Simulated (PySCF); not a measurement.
Input of a run (PBE0-D3(BJ)/def2-SVP geometry optimisation, gas phase (PySCF 2.14.0)), started from GFN2-xTB:
```
{"job": {"xc": "PBE0", "basis": "def2-SVP", "d3": "d3bj", "grid": 1, "shake": 0.01, "kind": "geom"}, "charge": 0, "multiplicity": 1}
F      1.976660    -1.420200    -0.931260
Ge     1.997540    -0.109340     0.291090
Ge    -0.222100     0.850720     0.331250
Si    -1.953500    -0.452080    -0.481430
H      2.510190    -0.936120     1.458340
H      3.202550     0.673370    -0.232270
H     -0.356720     1.313100     1.776950
H     -0.028500     2.205550    -0.348030
H     -2.236030    -1.555120     0.467910
H     -3.190830     0.376610    -0.553300
H     -1.661160    -0.972320    -1.794930
```

Output (energies in Eh, forces in Eh/bohr):
```
step   0  E = -4546.14035111  max force = 0.027649
step   1  E = -4546.14917487  max force = 0.010780
step   2  E = -4546.15059983  max force = 0.006619
step   3  E = -4546.15121298  max force = 0.001186
step   4  E = -4546.15132364  max force = 0.001141
step   5  E = -4546.15141056  max force = 0.001194
step   6  E = -4546.15149478  max force = 0.001374
step   7  E = -4546.15161134  max force = 0.001347
step   8  E = -4546.15171313  max force = 0.001103
step   9  E = -4546.15180291  max force = 0.000573
step  10  E = -4546.15182460  max force = 0.000420
step  11  E = -4546.15184014  max force = 0.000346
step  12  E = -4546.15184132  max force = 0.000248
optimisation converged
```

Summarise the run.

The energy falls by 0.313 eV over 13 energy and gradient evaluations, the largest force component goes from 0.0276 to 2.5e-04 Eh/bohr, and the atoms move by 0.331 Å rms after alignment. The bond that changes most is Ge3–Si4 (ends: germanium bonded to Ge, Si and 2 H; SiH3 silicon), which lengthens by 0.068 Å. Bonds longer at the end by more than 0.005 Å: 8 of 10; shorter: 1. Among the angles that change most is Ge2–Ge3–Si4, from 117.2° to 103.7°. Among the dihedrals that turn most is H5–Ge2–Ge3–H7, from 40° to 15°. The energy never rose by more than 1e-6 Eh on the way. The first step brought 77 % of the lowering.

What are the final bond lengths?

F1–Ge2 1.759 Å, Ge2–Ge3 2.424 Å, Ge3–Si4 2.382 Å, Ge2–H5 1.540 Å, Ge2–H6 1.540 Å, Ge3–H7 1.540 Å, Ge3–H8 1.540 Å, Si4–H9 1.492 Å, Si4–H10 1.495 Å, Si4–H11 1.491 Å. Numbering counts from 1 in the input's order; the species is `[F][GeH2][GeH2][SiH3]`.

The run used 131 basis functions and 81 SCF cycles in all.

Whether it is a minimum is left open (no frequencies). One conformer, not necessarily the lowest.
